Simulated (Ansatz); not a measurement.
Relaxation of W(NH)2Br2 (WBr₂N₂H₂) with RKS PBE-D4/def2-SVP.

```sh
$ ansatz run in.yaml --threads 2 --pin off --events-out ev --progress --plain --max-ram 22528MiB --backend cpu
```

```yaml
crystal:
  periodic: [false, false, false]
  atoms:
    - {symbol: W, position_ang: [-0.292230, 0.005390, -0.206400]}
    - {symbol: N, position_ang: [-0.362490, -0.015380, 1.571390]}
    - {symbol: H, position_ang: [-0.154960, -0.028430, 2.572220]}
    - {symbol: N, position_ang: [1.356790, 0.000590, -0.873420]}
    - {symbol: H, position_ang: [2.368500, -0.005050, -1.017480]}
    - {symbol: Br, position_ang: [-1.445940, 1.966460, -1.002250]}
    - {symbol: Br, position_ang: [-1.469670, -1.923580, -1.044060]}
basis:
  gaussian: {orbitals: def2-SVP}
hamiltonian: {xc: pbe, dispersion: d4}
scf: {lower_state_search: "off"}
output: {orbitals: {seedname: orbitals}}
relax: {f_tol: 0.02, max_steps: 100}
```

It took 17 s on 2 threads of AMD EPYC 7R13 on a shared host.

Positions (Å) and forces (eV/Å) at steps 1, 2, 3, 4, 5, 6, 7, 9 of 9:

```xyz
7
step=1 energy=-144893.1984 eV
W    -0.292    0.005   -0.206    0.974   -0.024    0.715
N    -0.362   -0.015    1.571   -0.186    0.017   -0.908
H    -0.155   -0.028    2.572    0.246   -0.002   -0.005
N     1.357    0.001   -0.873   -0.910    0.010    0.123
H     2.369   -0.005   -1.017    0.090   -0.004    0.231
Br   -1.446    1.966   -1.002   -0.103    0.503   -0.072
Br   -1.470   -1.924   -1.044   -0.112   -0.500   -0.085
7
step=2 energy=-144893.2919 eV
W    -0.352    0.003   -0.247    0.145    0.035    0.095
N    -0.369   -0.013    1.514   -0.277   -0.011   -0.184
H    -0.090   -0.026    2.501    0.185    0.004   -0.147
N     1.298    0.002   -0.860   -0.273   -0.010   -0.196
H     2.321   -0.004   -0.933   -0.069    0.001    0.223
Br   -1.389    2.132   -0.963    0.143   -0.308    0.100
Br   -1.419   -2.093   -1.012    0.147    0.290    0.107
7
step=3 energy=-144893.3165 eV
W    -0.367    0.011   -0.258   -0.049   -0.064   -0.032
N    -0.372   -0.015    1.493   -0.228    0.025    0.358
H    -0.048   -0.031    2.466    0.128   -0.003   -0.130
N     1.279    0.000   -0.856    0.259    0.029   -0.337
H     2.304   -0.009   -0.881   -0.078   -0.005    0.165
Br   -1.388    2.123   -0.962   -0.012    0.012   -0.009
Br   -1.407   -2.078   -1.002   -0.019    0.006   -0.014
7
step=4 energy=-144893.3292 eV
W    -0.375   -0.009   -0.264   -0.044    0.148   -0.031
N    -0.378   -0.012    1.488   -0.109   -0.064    0.331
H    -0.002   -0.017    2.444    0.051    0.007   -0.118
N     1.272    0.003   -0.860    0.275   -0.059   -0.216
H     2.298    0.004   -0.831   -0.096    0.006    0.089
Br   -1.383    2.108   -0.958   -0.047    0.044   -0.034
Br   -1.432   -2.079   -1.020   -0.030   -0.083   -0.021
7
step=5 energy=-144893.3374 eV
W    -0.379    0.005   -0.266    0.025   -0.002    0.017
N    -0.386   -0.015    1.491   -0.028    0.001   -0.049
H     0.029   -0.026    2.428    0.036   -0.002    0.005
N     1.272    0.001   -0.868   -0.058    0.002   -0.010
H     2.294   -0.005   -0.796    0.019   -0.002    0.033
Br   -1.400    2.118   -0.970    0.001   -0.012    0.000
Br   -1.430   -2.078   -1.018    0.004    0.015    0.003
7
step=6 energy=-144893.3374 eV
W    -0.379    0.005   -0.266    0.026    0.001    0.018
N    -0.386   -0.014    1.491   -0.029   -0.001   -0.052
H     0.029   -0.027    2.428    0.038    0.000    0.009
N     1.272    0.001   -0.868   -0.061    0.000   -0.010
H     2.294   -0.006   -0.796    0.023   -0.001    0.033
Br   -1.400    2.118   -0.970    0.001   -0.013    0.001
Br   -1.429   -2.077   -1.018    0.003    0.013    0.002
7
step=7 energy=-144893.3382 eV
W    -0.386    0.007   -0.271    0.057   -0.011    0.040
N    -0.383   -0.014    1.486   -0.014    0.004   -0.001
H     0.059   -0.028    2.411   -0.008    0.000   -0.024
N     1.268    0.001   -0.864   -0.006    0.004   -0.013
H     2.289   -0.008   -0.762   -0.025    0.000    0.000
Br   -1.410    2.117   -0.977   -0.001    0.007   -0.001
Br   -1.436   -2.075   -1.023   -0.002   -0.004   -0.002
7
step=9 energy=-144893.3383 eV
W    -0.384    0.006   -0.270    0.000    0.000    0.000
N    -0.385   -0.014    1.487    0.000    0.000    0.000
H     0.055   -0.027    2.412    0.000    0.000    0.000
N     1.268    0.001   -0.866    0.000    0.000    0.000
H     2.288   -0.007   -0.766    0.000    0.000    0.000
Br   -1.407    2.117   -0.975    0.000    0.000    0.000
Br   -1.435   -2.076   -1.022    0.000    0.000    0.000
```

In the def2 sets W takes a core potential; there is no spin–orbit coupling. The restricted singlet is unstable towards broken spin symmetry in Hartree–Fock (as tested in another run); at PBE-D4/def2-SVP this wasn't settled.
